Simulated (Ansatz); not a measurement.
`[Cl][Sn]([Cl])([Cl])[SeH]` + CH₃OH → `C[O][Sn]([Cl])([Cl])[Cl]` + H₂Se at 400 K and 1 bar (ligand exchange at the Sn–Se bond).

Gas-phase electronic energies from Ansatz, PBE0-D4/def2-TZVP geometries. CCSD(T)/CBS is the MP2 limit (def2-TZVPP, def2-QZVPP) plus CCSD(T) − MP2 in def2-TZVPP, frozen cores. This one scheme is used for every species. def2 core potentials past Kr. For Se, Sn outer-core shells are correlated without core-valence functions, which leaves a few kJ/mol of doubt a bond. Scalar relativity is left out up to krypton. Each species was taken in one conformer, which may not be the lowest.

| species | CCSD(T)/CBS energy (Eh) | H − E (kJ/mol) | S (J/(mol·K)) |
| --- | --- | --- | --- |
| `[Cl][Sn]([Cl])([Cl])[SeH]` | -3994.83873 | 67.8 | 455.5 |
| CH₃OH | -115.61712 | 151.2 | 252.6 |
| `C[O][Sn]([Cl])([Cl])[Cl]` | -1708.53518 | 159.9 | 467.8 |
| H₂Se | -2401.89790 | 49.4 | 229.5 |

H − E and S are ideal-gas, rigid-rotor, harmonic terms from PBE0-D4/def2-TZVP, for one conformer and one mirror image of each species. 1 Eh = 2625.50 kJ/mol, R = 8.31446 J/(mol·K).

Question: By hand: ΔE, ΔH, ΔS and ΔG.

Answer: ΔE = (-1708.53518) + (-2401.89790) − (-3994.83873) − (-115.61712) = 0.02277 Eh = 59.8 kJ/mol. Δ(H − E) = 159.9 + 49.4 − 67.8 − 151.2 = -9.7, so ΔH = 50.1 kJ/mol. ΔS = 467.8 + 229.5 − 455.5 − 252.6 = -10.8 J/(mol·K). ΔG = 50.1 − 400 × (-10.8)/1000 = 54.4 kJ/mol.

Question: By hand: the equilibrium constant, and the temperature at which ΔG would vanish if ΔH and ΔS stayed fixed.

Answer: log₁₀ K = −ΔG/(RT ln 10) = -7.1. ΔH and −TΔS have one sign here, so there is no such temperature.

The number of gas molecules stays the same, so ΔS is small and ΔH decides. A doubt of 5 kJ/mol in ΔE shifts log₁₀ K by 0.7 here. Other conformers and mirror images would add mixing entropy, several J/(mol·K) or more a flexible species. Modes under 60 cm⁻¹, often nearly free rotors, make the harmonic entropy too high. These are equilibria of isolated gas molecules and say nothing of rates. Largest T1 diagnostic: 0.012 (customary marks: 0.02 for closed shells, 0.045 for open ones).

ΔS is within the doubt of such terms, so its sign, and with it that verdict, could turn.
